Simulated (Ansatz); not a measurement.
Relaxation of CH$_{3}$AlN$_{2}$ (7 atoms, charge 0, multiplicity 1), to a largest force component of 0.02 eV/Å in at most 50 steps.

Theory: UKS PBE/6-31G (Ansatz 0.2.0).

```xyz
7
Properties=species:S:1:pos:R:3
N -0.803 -2.073 1.529
C -0.218 -1.313 0.902
N 0.446 -0.423 0.172
Al -0.154 1.072 -0.660
H 1.435 -0.673 0.109
H -1.614 1.550 -0.617
H 0.908 1.861 -1.435
```

Question: Where does it end, and by what steps?

Answer: It converged. Limits of this set-up: no polarisation functions. After 7 steps the energy has fallen by 0.270 eV; H6 moved furthest, 0.20 Å.

| step | energy less start (eV) | largest force component (eV/Å) | accepted |
| --- | --- | --- | --- |
| 0 | 0.0000 | 3.657 | yes |
| 1 | -0.2533 | 0.341 | yes |
| 2 | -0.2656 | 0.175 | yes |
| 3 | -0.2666 | 0.147 | yes |
| 4 | -0.2695 | 0.060 | yes |
| 5 | -0.2698 | 0.038 | yes |
| 6 | -0.2699 | 0.025 | yes |
| 7 | -0.2699 | 0.010 | yes |

```xyz
7
Properties=species:S:1:pos:R:3
N -0.906 -2.035 1.536
C -0.234 -1.289 0.892
N 0.494 -0.421 0.156
Al -0.145 1.101 -0.681
H 1.487 -0.662 0.077
H -1.707 1.412 -0.512
H 1.011 1.893 -1.469
```

Run time: 23 s on 1 thread of Arm Neoverse V1 (shared host), peak memory 0.14 GiB.
